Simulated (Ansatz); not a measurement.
Stepwise reaction of `N[Si](F)(F)Cl` with hydrogen chloride, as a gas-phase model of exchange steps in deposition or etching. ΔE in kJ/mol.

Program: Ansatz. Geometries: PBE0-D4/def2-TZVP. ΔE: electronic, gas phase. CBS: MP2 limit from def2 TZ/QZ plus the TZ coupled-cluster correction, frozen cores. This one scheme is used for every species. DFT in def2-TZVPP. B3LYP here is the variant with VWN-RPA as its local correlation; programs differ in this. One conformer a species, not always the lowest.

```tsv
step	reaction	PBE-D4	B3LYP-D4	ωB97M-V	CCSD(T)/CBS
1	`N[Si](F)(F)Cl` + HCl → `N[Si](F)(Cl)Cl` + H–F	42.9	52.5	51.0	49.8
```

(1) Give the row of step 2, `N[Si](F)(Cl)Cl` + HCl → `N[Si](Cl)(Cl)Cl` + H–F. (Estimate.)

(2) By hand: ΔE of the 2 steps together at CCSD(T)/CBS.

Results:

(1) Ansatz gave: 
| step | reaction | PBE-D4 | B3LYP-D4 | ωB97M-V | CCSD(T)/CBS |
| --- | --- | --- | --- | --- | --- |
| 2 | `N[Si](F)(Cl)Cl` + HCl → `N[Si](Cl)(Cl)Cl` + H–F | 43.2 | 53.6 | 53.2 | 49.8 |

(2) (49.8) + (49.8) = 99.6 kJ/mol, or 49.8 kJ/mol a step.

In ΔE the steps differ by no more than 0.0 kJ/mol. All are uphill at CCSD(T)/CBS. PBE-D4 differs from CCSD(T)/CBS by -6.9 to -6.6 kJ/mol a step. Isolated molecules leave out the surface, adducts and barriers. Largest T1 diagnostic: 0.010.
